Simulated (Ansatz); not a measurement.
Mulliken charges of Cl₃F₂HSi₂, SMILES `F[SiH](F)[Si](Cl)(Cl)Cl` from r2SCAN/def2-TZVPP in Ansatz (PBE0-D4/def2-TZVP geometry).

```csv
atom,x (Å),y (Å),z (Å),charge (e)
F1,1.044,-0.878,1.841,-0.295
Si2,0.229,-1.105,0.498,0.710
F3,1.146,-1.933,-0.497,-0.295
Si4,-0.222,0.983,-0.464,0.540
Cl5,-1.239,0.706,-2.209,-0.197
Cl6,-1.384,2.067,0.813,-0.197
Cl7,1.496,2.004,-0.841,-0.189
H8,-0.978,-1.901,0.804,-0.077
```

**Question.** By hand: the dipole of these point charges (1 e Å = 4.8032 D).

**Answer.** Σ q r = (-0.294, -0.203, 0.079) e Å, of length 0.366 e Å = 1.76 D.

**Question.** How does the dipole of the full density compare? (An estimate is asked.)

**Answer.** Ansatz gave: (-0.194, -0.054, 0.016) e Å, 0.97 D; the point charges give 1.81 times that, at 20° from its direction.

Point charges leave out the atoms' own dipoles, such as those of lone pairs, and Mulliken's split depends on the basis, so the two needn't agree.
